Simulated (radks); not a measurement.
The numbers below are computed, except where a source is named.
Problem. The erbium ion Er13+ is in [Kr] 4d10 4f(5/2: 6, 7/2: 1) 5s2. Level of theory: Dirac Kohn-Sham, PBE, spin-unpolarised, spherical densities, finite nucleus; Fermi nuclear charge, rms radius of each element as measured or else 0.836 A^(1/3) + 0.57 fm (a radial shooting solver on a logarithmic mesh with Libxc functionals). Sub-shells are occupied by j as written (lower j first in brackets). One electron is removed from 4f5/2, 5s1/2, 4f7/2, 4d5/2 in turn, with full relaxation. Which removal costs least, and what does each cost?

Solution. 4f7/2 276.53 eV; 4f5/2 278.19 eV; 5s1/2 284.24 eV; 4d5/2 443.83 eV. The 4f7/2 electron leaves first.
